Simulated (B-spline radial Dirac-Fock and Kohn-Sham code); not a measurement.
# EELS cross sections of the Bi N5 (4d5/2) edge

System: the free bismuth atom, configuration 1s2 2s2 2p6 3s2 3p6 3d10 4s2 4p6 4d10 4f14 5s2 5p6 5d10 6s2 6p3. Level of theory: the first Born approximation with generalised oscillator strengths from a Dirac-Hartree-Slater potential (longitudinal and transverse terms; continuum final states only, so no white lines or fine structure); a radial finite-basis atomic code. The edge is taken at 440.1 eV (tabulated value).

Edge shape dσ/dE in barn per eV:

```csv
E − edge (eV),"120 kV, 50 mrad","300 kV, 50 mrad","300 kV, 100 mrad"
1,14.6,9.81,9.91
3,15.7,10.5,10.6
6,16.8,11.2,11.4
10,18.2,12.4,12.5
15,21.0,14.5,14.7
20,22.5,15.8,16.0
30,23.3,16.4,16.6
40,23.5,16.6,16.8
50,23.5,16.6,16.8
65,23.4,16.5,16.7
80,23.7,16.7,16.9
100,24.5,17.2,17.4
125,25.5,17.8,18.1
150,26.2,18.3,18.5
200,26.2,18.4,18.7
250,24.9,17.6,18.0
300,22.8,16.4,16.8
```

For the first setting the maximum lies 200 eV above the edge, a delayed edge: the centrifugal barrier keeps slow electrons of high angular momentum away from the core. The intensity 300 eV above the edge is 87 % of the maximum.

Values without a named source are computed, but for edge energies of neutral atoms, which are taken from tables.
